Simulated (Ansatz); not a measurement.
`O[Si](Cl)(Cl)O[SiH3]` → `O[Si](O)(Cl)Cl` + `[SiH2]`  (silylene loss)

Program: Ansatz. Geometries: PBE0-D4/def2-TZVP. ΔE: electronic, gas phase. CCSD(T)/CBS adds triple-zeta CCSD(T) − MP2 to the extrapolated MP2 energy (def2 sets, frozen cores). This one scheme is used for every species. DFT in def2-TZVPP. B3LYP here is the variant with VWN-RPA as its local correlation; programs differ in this. One conformer a species, not always the lowest.

Q: Is it downhill or uphill in electronic energy at CCSD(T)/CBS, and by how much? (Estimate.)

A: The calculation gave: Uphill: ΔE = +81.7 kcal/mol.

Q: What do these levels give: ωB97X-V, ωB97M-V, PBE, r2SCAN, PBE0, B3LYP, MP2/def2-TZVPP, SCS-MP2/def2-TZVPP, CCSD(T)/def2-TZVPP, HF/def2-QZVPP, MP2/def2-QZVPP, SCS-MP2/def2-QZVPP? (Best estimate.)

A: Computed: ωB97X-V 83.7, ωB97M-V 80.1, PBE 76.6, r2SCAN 84.9, PBE0 80.2, B3LYP 77.8, MP2/def2-TZVPP 85.1, SCS-MP2/def2-TZVPP 83.3, CCSD(T)/def2-TZVPP 80.0, HF/def2-QZVPP 82.5, MP2/def2-QZVPP 86.4, SCS-MP2/def2-QZVPP 84.6 kcal/mol.

Largest T1 diagnostic among the species: 0.014.

The D4 term adds +3.5 kcal/mol with B3LYP and +2.0 kcal/mol with PBE0; it sums over pairs of atoms, weighted by their polarisabilities, and B3LYP, whose exchange is more repulsive, gets the larger term. From PBE to PBE0 (25 % exact exchange), in def2-TZVPP and without D4, ΔE moves by +3.5 kcal/mol.
